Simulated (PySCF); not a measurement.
C2H6BFO2, SMILES B(OC)(O)CF. Geometry: r2SCAN-D4/def2-SVP. The structure was generated by enumeration, and PubChem lists no compound with its InChIKey, so it may never have been made. One conformer was computed; it need not be the lowest.

Computed equilibrium geometry at r2SCAN-D4/def2-SVP (PySCF confirms it by a frequency run) as a Z-matrix, and its point group (one conformer of several):
point group Cs.
```
B
O 1 1.3548
O 1 1.3595 2 121.47
H 3 0.9697 1 109.10 2 180.00
C 2 1.4183 1 120.05 3 0.00
H 5 1.0991 2 107.99 1 180.00
H 5 1.1025 6 109.10 2 121.06
H 5 1.1025 6 109.10 7 117.89
C 1 1.5862 2 119.00 5 180.00
F 9 1.4049 1 108.65 2 180.00
H 9 1.1051 10 108.43 4 122.13
H 9 1.1051 11 106.91 10 -116.72
```
